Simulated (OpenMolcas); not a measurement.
## Al: the spin-orbit constant, thermal populations, worked from levels

| Item | Value |
| --- | --- |
| Program | OpenMolcas 26.06 |
| Basis | ANO-R3 [6s5p4d2f1g] |
| Scalar Hamiltonian | X2C, finite nucleus |
| Active space | 3 electrons in 8 orbitals (3s 3p 4s 4p) |
| State averaging | 2S+1 = 4 odd, 3 roots (0 in the spin-orbit step); 2S+1 = 2 odd, 3 roots; 2S+1 = 4 even, 3 roots |
| Spin-orbit coupling | RASSI with atomic mean-field integrals over the reference wave functions, term energies averaged over their components |

Methods: CASSCF; SS-CASPT2, IPEA 0.25 Eh, imaginary shift 0.1 Eh (closed shells correlated: 2s 2p). Measured levels: NIST Handbook of Basic Atomic Spectroscopic Data.

**The spin-orbit constant.** For the Hund term ²P° of p1, E(J) = (A/2) J(J+1) + constant and ζ = 2S·A = A. From J = 1/2 to J = 3/2 the energy changes by 1.5 A.

```csv
Source,E(3/2) - E(1/2),A,ζ
CASSCF,82.1,54.7,55
SS-CASPT2,82.1,54.7,55
measured,112.1,74.7,75
```

All in cm-1. SS-CASPT2 is off by -26.8 % and CASSCF by -26.8 %. Both methods take the spin-orbit matrix elements from the reference wave functions, so the second can move ζ only through the term energies and any multistate remixing.

**Thermal populations.** Z = Σ (2J + 1) exp(-E/kT) with k = 0.695035 cm-1/K, over the levels below. No other level of either list lies under 25300 cm-1, which is above 7 kT at each temperature.

```tsv
Level	2J + 1	SS-CASPT2	measured
3s² 3p ²P°_1/2	2	0.0	0.0
3s² 3p ²P°_3/2	4	82.1	112
```

```csv
T (K),"Z, SS-CASPT2","Z, measured levels","Ground level (%), SS-CASPT2","Ground level (%), measured levels"
2000,5.771,5.690,34.7,35.1
3000,5.846,5.791,34.2,34.5
5000,5.907,5.873,33.9,34.1
```

At 5000 K, kT = 3475 cm-1, and the computed levels give Z = 2.000 + 3.907 = 5.907.

Active for correlation alone: 4p 4s; no level in the range computed is led by a configuration that fills them, so any true level of that kind is missing. Without dynamic correlation excited terms often stand tens of per cent too high (terms of higher spin than the ground term too low), and those without a measured partner can miss by more than the paired ones (holds for CASSCF). Computed and measured levels are paired by configuration, term and J; levels that our copy of the source lacks, or whose pairing is in doubt (as where it misses far off the trend of its configuration), stay unpaired and out of the deviations. Only configurations of the active space appear.

° marks odd parity.
